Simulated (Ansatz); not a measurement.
Geometry optimisation, DFT PBEsol, scalar-relativistic, plane waves, PAW (Ansatz 0.2.0).

input.yaml

```yaml
crystal:
  lattice:
    - [4.58, 0.0, 0.0]
    - [3.435, 5.949595, 0.0]
    - [0.0, 0.0, 16.58843]
  atoms:
    - { symbol: Be, position: [0.0, 0.0, 0.060283] }
    - { symbol: Be, position: [0.5, 0.0, 0.060283] }
    - { symbol: Be, position: [0.0, 0.3333333, 0.060283] }
    - { symbol: Be, position: [0.5, 0.3333333, 0.060283] }
    - { symbol: Be, position: [0.0, 0.6666667, 0.060283] }
    - { symbol: Be, position: [0.5, 0.6666667, 0.060283] }
    - { symbol: Be, position: [-0.1666667, 0.2222222, 0.1684436] }
    - { symbol: Be, position: [0.3333333, 0.2222222, 0.1684436] }
    - { symbol: Be, position: [-0.1666667, 0.5555556, 0.1684436] }
    - { symbol: Be, position: [0.3333333, 0.5555556, 0.1684436] }
    - { symbol: Be, position: [-0.1666667, 0.8888889, 0.1684436] }
    - { symbol: Be, position: [0.3333333, 0.8888889, 0.1684436] }
    - { symbol: Be, position: [0.0, 0.0, 0.2766042] }
    - { symbol: Be, position: [0.5, 0.0, 0.2766042] }
    - { symbol: Be, position: [0.0, 0.3333333, 0.2766042] }
    - { symbol: Be, position: [0.5, 0.3333333, 0.2766042] }
    - { symbol: Be, position: [0.0, 0.6666667, 0.2766042] }
    - { symbol: Be, position: [0.5, 0.6666667, 0.2766042] }
    - { symbol: C, position: [0.655952, 0.7931308, 0.351958] }
    - { symbol: H, position: [0.6609452, 0.7981492, 0.4182692] }
basis:
  ecutwfc: 420.0
kpoints:
  mp_grid: { grid: [5, 4, 1] }
hamiltonian:
  xc: pbesol
scf:
  occupations: { method: gaussian, width: 0.05 }
  lower_state_search: "off"
relax:
  f_tol: 0.03
  max_steps: 60
  adjacent_minimum: "off"
  constraints: [{ sites: [0, 1, 2, 3, 4, 5] }]
output:
  write_density: true
  write_potential: true
  elf: true
  volumetric_format: npy
```

Run as:

```bash
$ ansatz run input.yaml --threads 1 --pin off --max-ram 3072MiB --backend cpu --events-out ev --progress --plain --runs-dir out
```

Where does it end, and by what steps?

The run converged. The force dipped under the threshold on the way, but the program's further checks kept it going. Limits of this set-up: coarse k mesh, thin slab, slab without dipole correction, odd electron count without spin. After 11 steps the energy has fallen by 0.758 eV; C19 moved furthest, 0.71 Å. Joined: Be13–C19.

```
step  energy less start (eV)  largest force component (eV/Å)  accepted
   0                  0.0000                           1.528       yes
   1                 -0.1500                           0.637       yes
   2                 -0.1960                           0.199       yes
   3                 -0.2470                           0.574       yes
   4                 -0.3383                           0.700       yes
   5                 -0.5243                           0.738       yes
   6                 -0.6683                           0.533       yes
   7                 -0.7081                           0.701       yes
   8                 -0.7478                           0.352       yes
   9                 -0.7517                           0.137       yes
  10                 -0.7580                           0.026       yes
  11                 -0.7580                           0.026       yes
```

```xyz
20
Lattice="4.5800 0.0000 0.0000 3.4350 5.9496 0.0000 0.0000 0.0000 16.5884" Properties=species:S:1:pos:R:3
Be 0.000 0.000 1.000
Be 2.290 0.000 1.000
Be 1.145 1.983 1.000
Be 3.435 1.983 1.000
Be 2.290 3.966 1.000
Be 4.580 3.966 1.000
Be -0.026 1.269 2.859
Be 2.292 1.335 2.858
Be 1.168 3.319 2.818
Be 3.511 3.319 2.885
Be 2.244 5.276 2.757
Be 4.515 5.271 2.846
Be -0.254 -0.051 4.780
Be 2.093 0.214 4.674
Be 1.087 2.040 4.601
Be 3.453 1.958 4.657
Be 2.470 3.821 4.714
Be 4.892 4.114 4.781
C 6.333 5.035 5.632
H 6.359 5.065 6.729
```

Whether the end is a true minimum wasn't checked by a vibrational analysis.

Time of the run: 2.6 min on 1 thread of Arm Neoverse V2 (shared host), peak memory 0.59 GiB.
